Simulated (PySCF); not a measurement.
**Ionisation energy of Cr by level of theory**

Cr [Ar] 3d5 4s1 (7S) → Cr⁺ [Ar] 3d5 (6S), as a difference of total energies. Calculation: PySCF 2.14, in def2-TZVPPD; no relativity, point nucleus. Correlated levels: valence: [Ar] frozen. The calculations carry no spin-orbit coupling.

| method | ionisation energy (eV) | difference from reference (eV) |
| --- | --- | --- |
| UHF | 5.915 | -0.852 |
| MP2 (valence) | 6.366 | -0.401 |
| SCS-MP2 (valence) | 6.065 | -0.702 |
| CCSD (valence) | 6.384 | -0.383 |
| CCSD(T) (valence) | 6.413 | -0.354 |

Reference: 6.767 eV (measured; NIST Atomic Spectra Database, ionization energies).

These non-relativistic numbers lack the scalar-relativistic shift.

Errors of the correlated levels include the incompleteness of this basis and the frozen core.
